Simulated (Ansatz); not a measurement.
Geometry optimisation, Ansatz, RKS BLYP-D4/def2-SVP.

The input (input.yaml):

```yaml
crystal:
  periodic: [false, false, false]
  atoms:
    - { symbol: Ge, position_ang: [0.0, 0.0, 0.0] }
    - { symbol: F, position_ang: [0.0, 0.0, 2.03] }
    - { symbol: F, position_ang: [1.5842, 0.0, -0.5594] }
    - { symbol: F, position_ang: [-0.7913, 1.3709, -0.5594] }
    - { symbol: F, position_ang: [-0.7913, -1.3709, -0.5594] }
    - { symbol: S, position_ang: [-2.4199, 0.0, 0.8041] }
    - { symbol: H, position_ang: [-3.1755, -0.8728, 0.0121] }
    - { symbol: H, position_ang: [-1.1972, 0.0, 1.926] }
basis:
  gaussian: { orbitals: def2-SVP }
hamiltonian:
  xc: blyp
  dispersion: d4
relax:
  f_tol: 0.15
  max_steps: 25
  restrain:
    - { distance: [0, 5], at: 3.45, k: 30.0 }
    - { distance: [7, 1], at: 2.12, k: 30.0 }
    - { distance: [0, 1], at: 1.68, k: 30.0 }
    - { distance: [7, 5], at: 1.4, k: 30.0 }
```

Run as:

```bash
$ ansatz run input.yaml --threads 4 --pin off --max-ram 5120MiB --backend cpu --events-out ev --progress --plain --runs-dir out
```

**Question.** Where does it end, and by what steps?

**Answer.** The forces met the threshold. The restraints hold the end off the free minimum. After 7 steps the energy has fallen by 3.287 eV (the restraints' own energy left out); H8 moved furthest, 0.83 Å. Parted: Ge1–S6 (2.55 → 3.45 Å).

```json
{"step": "0", "energy less start (eV)": "0.0000", "largest force component (eV/Å)": "3.146", "accepted": "yes"}
{"step": "1", "energy less start (eV)": "-0.7632", "largest force component (eV/Å)": "4.210", "accepted": "yes"}
{"step": "2", "energy less start (eV)": "-1.6147", "largest force component (eV/Å)": "5.723", "accepted": "yes"}
{"step": "3", "energy less start (eV)": "-2.4747", "largest force component (eV/Å)": "4.078", "accepted": "yes"}
{"step": "4", "energy less start (eV)": "-3.1061", "largest force component (eV/Å)": "1.272", "accepted": "yes"}
{"step": "5", "energy less start (eV)": "-3.2194", "largest force component (eV/Å)": "0.973", "accepted": "yes"}
{"step": "6", "energy less start (eV)": "-3.2739", "largest force component (eV/Å)": "0.951", "accepted": "yes"}
{"step": "7", "energy less start (eV)": "-3.2871", "largest force component (eV/Å)": "0.861", "accepted": "yes"}
```

```xyz
8
Properties=species:S:1:pos:R:3
Ge 0.202 0.077 -0.110
F 0.083 -0.022 1.594
F 1.880 -0.094 -0.508
F -0.336 1.594 -0.733
F -0.644 -1.259 -0.822
S -3.020 0.125 1.116
H -2.955 -1.118 0.555
H -1.999 -0.177 2.004
```

The run took 11 s on 4 threads of Intel(R) Xeon(R) Platinum 8375C CPU @ 2.90GHz (Ice Lake) (shared host), peak memory 0.19 GiB.
